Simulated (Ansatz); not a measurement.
**Question.** Name a neutral molecule of F, I, O, Si and H with size of the dipole moment (PBE/def2-TZVPP) between 1.95 and 2.25 D and LUMO energy (PBE0/def2-TZVPP) between -1.40 and -1.10 eV (Ansatz, PBE0-D4/def2-TZVP geometry).

**Answer.** `O[SiH](I)[SiH2]F` (2.08 D, -1.16 eV). Other molecules can fit too; these were computed, each in one conformer that needn't be the lowest.
